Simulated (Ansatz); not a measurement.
Computed with Ansatz.

A structure relaxed at PBE0-D4/def2-TZVP, charge 0, multiplicity 2:

Cartesian coordinates in Å:
```
C 0.235 0.530 -1.783
O 0.531 0.428 -0.408
Ge -0.711 0.000 0.785
N 0.316 -0.440 2.239
Cl -1.744 -1.810 0.130
H -0.277 -0.362 -2.158
H -0.383 1.409 -2.002
H 1.182 0.636 -2.315
H 1.053 0.230 2.423
H -0.202 -0.621 3.089
```

**Question.** Give its formula and SMILES.

**Answer.** CH5ClGeNO, `C[O][Ge]([NH2])[Cl]`.

**Question.** Summarise the bond lengths by kind.

**Answer.** 1 × C–O 1.411 Å; 3 × C–H 1.092 to 1.096 Å; 1 × Ge–O 1.775 Å; 1 × Ge–N 1.833 Å; 1 × Cl–Ge 2.185 Å; 2 × H–N 1.011 to 1.013 Å.
